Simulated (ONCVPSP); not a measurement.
# Configuration tests for N (Z = 7) (ONCV)

```
Element                 : nitrogen (N)
Generator               : ONCVPSP 4.0.1
Type                    : optimised norm-conserving Vanderbilt (ONCV)
Functional              : PBE
Relativity              : scalar-relativistic
Frozen core             : [He]
Valence charge          : 5
Reference configuration : 2s1 2p4
Partial waves           : 2s: rc 0.70 bohr, ncon 3, nbas 6, qcut 7.8 1/bohr, 2 projectors, debl 3.4 Ha; 2p: rc 1.50 bohr, ncon 3, nbas 6, qcut 8.7 1/bohr, 2 projectors, debl 0.5 Ha; d scattering state at 0.05 Ha: rc 1.35 bohr, ncon 5, nbas 8, qcut 8 1/bohr, 2 projectors, debl 3.2 Ha
Local potential         : polynomial inside 0.55 bohr (lpopt 5, dvloc0 -1 Ha)
Core correction         : Teter function fitted to the true core (icmod 2), fcfact 0.55
```

Energies are relative to the spin-unpolarised reference configuration 2s1 2p4; without spin polarisation the order of configurations can differ from experiment.

(1) Give the all-electron excitation energy and the error of the potential for: 2s2 2p3; 2s2 2p2; 2s2 2p1; 2s0 2p5.

Answers

(1)

| valence configuration | charge | ΔE all-electron (eV) | error AE − PS (meV) |
| --- | --- | --- | --- |
| 2s2 2p3 | 0 | -11.507 | +6.9 |
| 2s2 2p2 | +1 | 2.084 | +57 |
| 2s2 2p1 | +2 | 30.937 | +262 |
| 2s0 2p5 | 0 | 11.533 | +3.9 |
